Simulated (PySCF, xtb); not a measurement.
CaHO, SMILES [OH][Ca], multiplicity 2.

Harmonic wavenumbers (cm⁻¹) from GFN2-xTB (xtb 6.7.1) at its own minimum, in rising order: 254, 254, 535, 3708.

Problem. What does PBE-D3(BJ)/def2-TZVPD run with PySCF 2.14.0 give at its own minimum? (Estimate from the structure and the level; the computed values follow.)

Solution. 310, 310, 620, 3828. Paired by order, the mean absolute difference is 79 cm⁻¹ and the zero-point energies are 6.8 and 7.2 kcal/mol.
